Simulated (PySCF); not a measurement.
Does the answer move with the share of exact exchange?

Species: CH3F3OSi.
Atom-mapped SMILES: `[OH:1][SiH2:2][C:3]([F:4])([F:5])[F:6]` (hydrogens: H7 on O1; H8, H9 on Si2)

Torsions of this conformer, `[OH:1][SiH2:2][C:3]([F:4])([F:5])[F:6]`: O1–Si2–C3–F4 -58°, H–O1–Si2–C3 66°.

PySCF, pcSseg-2 basis, density fitting, gas phase, PBE0-D3(BJ)/def2-SVP geometry. One functional is left out:

```json
{"functional": "B97-D", "exact exchange (%)": "0", "HOMO energy (eV)": "-7.63", "LUMO energy (eV)": "-1.15", "dipole moment (D)": "1.873"}
{"functional": "BLYP", "exact exchange (%)": "0", "HOMO energy (eV)": "-7.54", "LUMO energy (eV)": "-1.27", "dipole moment (D)": "1.896"}
{"functional": "BP86", "exact exchange (%)": "0", "HOMO energy (eV)": "-7.69", "LUMO energy (eV)": "-1.31", "dipole moment (D)": "1.854"}
{"functional": "LDA", "exact exchange (%)": "0", "HOMO energy (eV)": "-7.74", "LUMO energy (eV)": "-1.58", "dipole moment (D)": "1.911"}
{"functional": "OPBE", "exact exchange (%)": "0", "HOMO energy (eV)": "-7.48", "LUMO energy (eV)": "-1.07", "dipole moment (D)": "1.789"}
{"functional": "PBE", "exact exchange (%)": "0", "HOMO energy (eV)": "-7.58", "LUMO energy (eV)": "-1.33", "dipole moment (D)": "1.848"}
{"functional": "B3LYP", "exact exchange (%)": "20", "HOMO energy (eV)": "-8.98", "LUMO energy (eV)": "-0.77", "dipole moment (D)": "2.015"}
{"functional": "B97-2", "exact exchange (%)": "21", "HOMO energy (eV)": "-8.90", "LUMO energy (eV)": "-0.44", "dipole moment (D)": "1.974"}
{"functional": "mPW1PW91", "exact exchange (%)": "25", "HOMO energy (eV)": "-9.21", "LUMO energy (eV)": "-0.47", "dipole moment (D)": "1.994"}
{"functional": "BHandHLYP", "exact exchange (%)": "50", "HOMO energy (eV)": "-10.77", "LUMO energy (eV)": "0.24", "dipole moment (D)": "2.160"}
```

Problem. Predict the row of PBE0 (25 % exact exchange) by straight lines through the other rows, and check it.

Solution. 
| property | line | computed | computed − line | mPW1PW91 (25 %), for comparison |
| --- | --- | --- | --- | --- |
| HOMO energy (eV) | -9.20 | -9.17 | +0.03 | -9.21 |
| LUMO energy (eV) | -0.50 | -0.48 | +0.02 | -0.47 |
| dipole moment (D) | 2.011 | 1.989 | -0.022 | 1.994 |

Problem. Which of these properties follows the share of exact exchange most closely, and which least?

Solution. Most closely the HOMO energy, least the dipole moment; the correlations over the tabulated rows are HOMO energy -0.997, LUMO energy 0.962, dipole moment 0.946. The HOMO energy moves by -0.635 eV for every 10 %. Functionals with the same share still differ in their other parts: at 0 % LDA and OPBE differ by 0.26 eV in it.
